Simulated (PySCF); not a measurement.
The dipole of `CCO/C([SiH3])=C/[SiH3]` from its density and from atomic charges.

Coordinates (GFN2-xTB, Å) and charges (e) from the PBE0/pcSseg-1 density (PySCF):

| atom | x | y | z | Mulliken | IAO | Hirshfeld | ESP-fitted |
| --- | --- | --- | --- | --- | --- | --- | --- |
| C1 | 3.224 | -0.036 | 0.490 | -0.2551 | -0.4212 | -0.1193 | -0.5131 |
| C2 | 1.872 | -0.443 | -0.073 | -0.0318 | -0.0484 | +0.0122 | +0.4037 |
| O3 | 0.891 | 0.406 | 0.487 | -0.4840 | -0.3307 | -0.0970 | -0.3273 |
| C4 | -0.421 | 0.246 | 0.140 | -0.0455 | -0.0354 | -0.0095 | +0.1045 |
| Si5 | -1.421 | 1.551 | 1.083 | +0.4974 | +0.5944 | +0.3084 | +0.3698 |
| C6 | -0.896 | -0.668 | -0.711 | -0.4753 | -0.5334 | -0.1928 | -0.4310 |
| Si7 | -2.695 | -0.866 | -1.170 | +0.5102 | +0.5971 | +0.2977 | +0.3573 |
| H8 | 3.219 | -0.132 | 1.573 | +0.1223 | +0.1506 | +0.0445 | +0.1386 |
| H9 | 4.002 | -0.672 | 0.078 | +0.1149 | +0.1479 | +0.0492 | +0.1262 |
| H10 | 3.435 | 0.999 | 0.235 | +0.1223 | +0.1506 | +0.0445 | +0.1403 |
| H11 | 1.867 | -0.346 | -1.169 | +0.1183 | +0.1285 | +0.0390 | -0.0008 |
| H12 | 1.649 | -1.490 | 0.182 | +0.1183 | +0.1286 | +0.0390 | 0.0000 |
| H13 | -2.408 | 0.888 | 1.940 | -0.0687 | -0.1122 | -0.0715 | -0.0843 |
| H14 | -0.477 | 2.324 | 1.888 | -0.0649 | -0.0972 | -0.0701 | -0.0820 |
| H15 | -2.116 | 2.420 | 0.128 | -0.0688 | -0.1122 | -0.0715 | -0.0834 |
| H16 | -0.205 | -1.357 | -1.183 | +0.1360 | +0.1507 | +0.0341 | +0.1452 |
| H17 | -3.517 | -1.182 | 0.003 | -0.0766 | -0.1227 | -0.0796 | -0.0921 |
| H18 | -3.224 | 0.345 | -1.806 | -0.0765 | -0.1227 | -0.0796 | -0.0925 |
| H19 | -2.789 | -1.978 | -2.124 | -0.0925 | -0.1124 | -0.0777 | -0.0790 |

**Question.** Compute μ = Σ q r for each scheme (1 e·Å = 4.803 D) and compare with the dipole of the full density.

**Answer.** The full density gives (1.58, -0.52, -0.18) D, 1.68 D in size; dipole vectors point from the negative to the positive end.

```json
{"scheme": "Mulliken", "μx": "-0.83", "μy": "-0.20", "μz": "-0.30", "size (D)": "0.91", "share of the full size (%)": "54", "angle to the full dipole (°)": "140"}
{"scheme": "IAO", "μx": "0.02", "μy": "-0.13", "μz": "-0.11", "size (D)": "0.17", "share of the full size (%)": "10", "angle to the full dipole (°)": "64"}
{"scheme": "Hirshfeld", "μx": "1.06", "μy": "0.07", "μz": "0.23", "size (D)": "1.09", "share of the full size (%)": "65", "angle to the full dipole (°)": "29"}
{"scheme": "ESP-fitted", "μx": "1.57", "μy": "-0.52", "μz": "-0.20", "size (D)": "1.66", "share of the full size (%)": "99", "angle to the full dipole (°)": "1"}
```

**Question.** Which set comes closest?

**Answer.** Length of the difference vector: ESP-fitted 0.03 D, Hirshfeld 0.89 D, IAO 1.61 D, Mulliken 2.44 D. Closest: ESP-fitted. 

**Question.** What is left for the Hirshfeld atoms' own dipoles?

**Answer.** The shares of the density sum to the whole, so what Σ q r misses lies in dipoles about the nuclei. The atomic dipoles sum to (1.58, -0.52, -0.18) − (1.06, 0.07, 0.23) = (0.52, -0.59, -0.41) D, 0.89 D in size.

**Question.** With the origin at the mean of the coordinates, (-0.001, 0.000, 0.000) Å, which are the largest single terms, by size, of the Mulliken dipole along the direction of the full one?

**Answer.** Si7 -5.28, Si5 -4.63, C1 -3.68, H9 +2.20, H10 +1.71 D; all 19 atoms together -0.69 D. The single terms depend on the origin, their sum doesn't.

**Question.** Give the size of the full dipole in other units.

**Answer.** 1.68 D = 0.659 au = 0.349 e·Å = 5.59 × 10⁻³⁰ C·m.

Isolated species at its GFN2-xTB geometry (one conformer only). GFN2-xTB frequencies show an imaginary mode (54i cm⁻¹), so this geometry is no minimum at that level.

Shape of the structure used: `[CH3:1][CH2:2][O:3]/[C:4]([SiH3:5])=[CH:6]/[SiH3:7]`: C1–C2–O3–C4 180°, C2–O3–C4–Si5 180°.
